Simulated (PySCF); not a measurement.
Sn(H)3(vinyl) (C2H6Sn), SMILES C=[CH][SnH3].

Geometry optimised at r2SCAN-D4/def2-SVP. The def2 effective core potentials stand for the cores of Sn; spin–orbit coupling is left out.

Calculation: IEF-PCM-M06-2X/def2-SVP (PySCF).

The values are the electrostatic part of the solvation free energy, E(continuum) − E(gas) at the gas-phase geometry, in a cavity of scaled van der Waals radii (PySCF's table); cavitation and dispersion terms are not included. A continuum can't describe solvent molecules that bind to the metal. In vacuum the orbital gap is 9.76 eV. The dipole moment in vacuum is 0.53 D.

Computed values in water (ε = 78.36), 1-octanol (ε = 9.86), n-hexane (ε = 1.88):
```json
[
 {"solvent": "water", "ε": "78.36", "ΔG(elec) (kcal/mol)": "-1.2", "dipole (D)": "0.66", "gap (eV)": "9.77"},
 {"solvent": "1-octanol", "ε": "9.86", "ΔG(elec) (kcal/mol)": "-1.1", "dipole (D)": "0.64", "gap (eV)": "9.77"},
 {"solvent": "n-hexane", "ε": "1.88", "ΔG(elec) (kcal/mol)": "-0.4", "dipole (D)": "0.58", "gap (eV)": "9.76"}
]
```
